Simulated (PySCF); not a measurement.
C₂H₉Cl₂NSi₂ (SMILES CN(C)[Si]([SiH3])(Cl)Cl), singlet, geometry from GFN2-xTB, with bond 11-3 at 2.4 times its length; CASSCF(2,3)/STO-3G (PySCF).

Input for PySCF:
```python
from pyscf import gto, scf, mcscf
import numpy

mol = gto.Mole()
mol.atom = '''
    C    -0.469706    2.446612    0.523524
    N    -0.941358    1.107440    0.259822
    C    -2.334826    1.095490   -0.131119
    Si    0.145149   -0.196592   -0.024621
    Si    2.001933   -0.030680    1.339424
    Cl    0.660936   -0.324753   -2.011391
    Cl   -0.942089   -1.883731    0.326791
    H    -1.085793    2.906868    1.300590
    H     0.562805    2.422900    0.864508
    H    -0.526976    3.071303   -0.374829
    H    -2.707695    2.419169   -2.371325
    H    -2.937678    1.563383    0.651393
    H    -2.676176    0.073816   -0.268946
    H     2.681731   -1.319017    1.473781
    H     1.641437    0.428624    2.682483
    H     2.967992    0.926442    0.793347
'''
mol.basis = 'sto-3g'
mol.charge = 0
mol.spin = 0
mol.verbose = 4
mol.build()

mf = scf.RHF(mol)
mf.kernel()
mc = mcscf.CASSCF(mf, 3, 2)
mc.fix_spin_(ss=0.0)
mc.kernel()
occ = numpy.linalg.eigvalsh(mc.fcisolver.make_rdm1(mc.ci, mc.ncas, mc.nelecas))[::-1]
ss = mc.fcisolver.spin_square(mc.ci, mc.ncas, mc.nelecas)[0]
print('natural occupations', occ.round(4), ' <S^2>', round(ss, 4))
```

Output, abridged:

```
PySCF version 2.14.0

[INPUT] verbose = 4
[INPUT] num. atoms = 16
[INPUT] num. electrons = 90
[INPUT] charge = 0
[INPUT] spin (= nelec alpha-beta = 2S) = 0
[INPUT] symmetry False subgroup None
[INPUT] Mole.unit = angstrom
[INPUT] Symbol           X                Y                Z      unit          X                Y                Z       unit  Magmom
[INPUT]  1 C     -0.469706000000   2.446612000000   0.523524000000 AA   -0.887615699065   4.623426613074   0.989316979637 Bohr   0.0
[INPUT]  2 N     -0.941358000000   1.107440000000   0.259822000000 AA   -1.778908805168   2.092758299388   0.490992421137 Bohr   0.0
[INPUT]  3 C     -2.334826000000   1.095490000000  -0.131119000000 AA   -4.412181688514   2.070176072200  -0.247778999727 Bohr   0.0
[INPUT]  4 Si     0.145149000000  -0.196592000000  -0.024621000000 AA    0.274291857254  -0.371505038280  -0.046526946913 Bohr   0.0
[INPUT]  5 Si     2.001933000000  -0.030680000000   1.339424000000 AA    3.783105089729  -0.057976797502   2.531144524669 Bohr   0.0
[INPUT]  6 Cl     0.660936000000  -0.324753000000  -2.011391000000 AA    1.248988025866  -0.613694228131  -3.800978119415 Bohr   0.0
[INPUT]  7 Cl    -0.942089000000  -1.883731000000   0.326791000000 AA   -1.780290194965  -3.559735682353   0.617545489973 Bohr   0.0
[INPUT]  8 H     -1.085793000000   2.906868000000   1.300590000000 AA   -2.051851397970   5.493184400262   2.457758900348 Bohr   0.0
[INPUT]  9 H      0.562805000000   2.422900000000   0.864508000000 AA    1.063547311536   4.578617427209   1.633683352495 Bohr   0.0
[INPUT] 10 H     -0.526976000000   3.071303000000  -0.374829000000 AA   -0.995840314219   5.803921515555  -0.708324153545 Bohr   0.0
[INPUT] 11 H     -2.707695000000   2.419169000000  -2.371325000000 AA   -5.116801978854   4.571566859038  -4.481154802334 Bohr   0.0
[INPUT] 12 H     -2.937678000000   1.563383000000   0.651393000000 AA   -5.551406862160   2.954365697801   1.230954369459 Bohr   0.0
[INPUT] 13 H     -2.676176000000   0.073816000000  -0.268946000000 AA   -5.057239701134   0.139492023611  -0.508234282297 Bohr   0.0
[INPUT] 14 H      2.681731000000  -1.319017000000   1.473781000000 AA    5.067737129756  -2.492580883645   2.785042457588 Bohr   0.0
[INPUT] 15 H      1.641437000000   0.428624000000   2.682483000000 AA    3.101866380728   0.809981970416   5.069158203802 Bohr   0.0
[INPUT] 16 H      2.967992000000   0.926442000000   0.793347000000 AA    5.608692019900   1.750721650294   1.499208551745 Bohr   0.0

nuclear repulsion = 648.879845437813
number of shells = 38
number of NR pGTOs = 180
number of NR cGTOs = 60
basis = sto-3g
ecp = {}

******** <class 'pyscf.scf.hf.RHF'> ********
method = RHF
initial guess = minao
damping factor = 0
level_shift factor = 0
DIIS = <class 'pyscf.scf.diis.CDIIS'>
diis_start_cycle = 1
diis_space = 8
diis_damp = 0
SCF conv_tol = 1e-09
SCF conv_tol_grad = None
SCF max_cycles = 50
direct_scf = True
direct_scf_tol = 1e-13
Set gradient conv threshold to 3.16228e-05
Initial guess from minao.
init E= -1613.80477637149
  HOMO = -0.18585633635156  LUMO = -0.0696875854526511  gap/eV = 3.16111
cycle= 1 E= -1613.81947666062  delta_E= -0.0147  |g|= 0.458  |ddm|= 4.61
  HOMO = -0.120412053436204  LUMO = 0.125057900734722  gap/eV = 6.67958
cycle= 2 E= -1613.86112203129  delta_E= -0.0416  |g|= 0.463  |ddm|= 1.96
  HOMO = -0.135755105063066  LUMO = 0.110022647440666  gap/eV = 6.68795
cycle= 3 E= -1613.97247648657  delta_E= -0.111  |g|= 0.0814  |ddm|= 1.04
  HOMO = -0.162272784859152  LUMO = 0.110798442592432  gap/eV = 7.43065
cycle= 4 E= -1613.97629923032  delta_E= -0.00382  |g|= 0.0192  |ddm|= 0.183
  HOMO = -0.169772388241887  LUMO = 0.112703021708522  gap/eV = 7.68655
cycle= 5 E= -1613.9766051075  delta_E= -0.000306  |g|= 0.00476  |ddm|= 0.0616
  HOMO = -0.167846194321174  LUMO = 0.111159329471438  gap/eV = 7.59213
cycle= 6 E= -1613.97663196841  delta_E= -2.69e-05  |g|= 0.00173  |ddm|= 0.0175
  HOMO = -0.168494543696852  LUMO = 0.111490089637865  gap/eV = 7.61877
cycle= 7 E= -1613.976634598  delta_E= -2.63e-06  |g|= 0.000454  |ddm|= 0.00567
  HOMO = -0.168758234422017  LUMO = 0.111652594699941  gap/eV = 7.63037
cycle= 8 E= -1613.97663480841  delta_E= -2.1e-07  |g|= 0.000112  |ddm|= 0.00159
  HOMO = -0.168701409081741  LUMO = 0.111589408110411  gap/eV = 7.62710
cycle= 9 E= -1613.97663481807  delta_E= -9.66e-09  |g|= 2.36e-05  |ddm|= 0.000355
  HOMO = -0.168699449611401  LUMO = 0.111595348195436  gap/eV = 7.62721
cycle= 10 E= -1613.97663481843  delta_E= -3.52e-10  |g|= 5.97e-06  |ddm|= 5.46e-05
  HOMO = -0.168698731734057  LUMO = 0.111596616283315  gap/eV = 7.62722
Extra cycle  E= -1613.97663481844  delta_E= -1.14e-11  |g|= 4.51e-06  |ddm|= 1.68e-05
converged SCF energy = -1613.97663481844

******** <class 'pyscf.mcscf.mc1step.CASSCF'> ********
CAS (1e+1e, 3o), ncore = 44, nvir = 13
max_cycle_macro = 50
max_cycle_micro = 4
conv_tol = 1e-07
conv_tol_grad = None
orbital rotation max_stepsize = 0.02
orbital rotation threshold for CI restart = 0.01
augmented hessian ah_max_cycle = 30
augmented hessian ah_conv_tol = 1e-12
augmented hessian ah_linear dependence = 1e-14
augmented hessian ah_level shift = 1e-08
augmented hessian ah_start_tol = 2.5
augmented hessian ah_start_cycle = 3
augmented hessian ah_grad_trust_region = 3
kf_trust_region = 3
kf_interval = 4
ci_response_space = 4
ci_grad_trust_region = 3
with_dep4 0
natorb = False
canonicalization = True
sorting_mo_energy = False
ao2mo_level = 2
internal_rotation = False
******** <class 'pyscf.fci.addons.SpinPenaltyFCISolver'> ********
max. cycles = 50
conv_tol = 1e-08
davidson only = True
linear dependence = 1e-12
level shift = 0.001
max iter space = 12
nroots = 1
pspace_size = 400
spin = None
CASCI E = -1614.12727502711  S^2 = 0.0000000
Set conv_tol_grad to 0.000316228
macro iter   1 ( 17 JK    4 micro), CASSCF E = -1614.14890011861  dE = -2.16250915e-02  S^2 = 0.0000000
               |grad[o]|=0.105  |grad[c]|=0.0212  |ddm|=0.0181  |maxRot[o]|=0.161
macro iter   2 ( 11 JK    4 micro), CASSCF E = -1614.14939652787  dE = -4.96409259e-04  S^2 = 0.0000000
               |grad[o]|=0.0138  |grad[c]|=0.000585  |ddm|=0.00808  |maxRot[o]|=0.0304
macro iter   3 (  5 JK    2 micro), CASSCF E = -1614.14939690284  dE = -3.74967385e-07  S^2 = 0.0000000
               |grad[o]|=0.000388  |grad[c]|=5.04e-06  |ddm|=0.000231  |maxRot[o]|=0.0102
macro iter   4 (  1 JK    1 micro), CASSCF E = -1614.14939690284  dE =  0.00000000e+00  S^2 = 0.0000000
               |grad[o]|=2.26e-05  |grad[c]|=7.28e-07  |ddm|=3.15e-16  |maxRot[o]|=    0
1-step CASSCF converged in   4 macro ( 34 JK  11 micro) steps
CASSCF canonicalization
Density matrix diagonal elements [1.29862595e+00 7.01365987e-01 8.06699948e-06]
CASSCF energy = -1614.14939690284
CASCI E = -1614.14939690284  E(CI) = -1.04387541268079  S^2 = 0.0000000
natural occupations [1.3008 0.6992 0.    ]  <S^2> 0.0
```
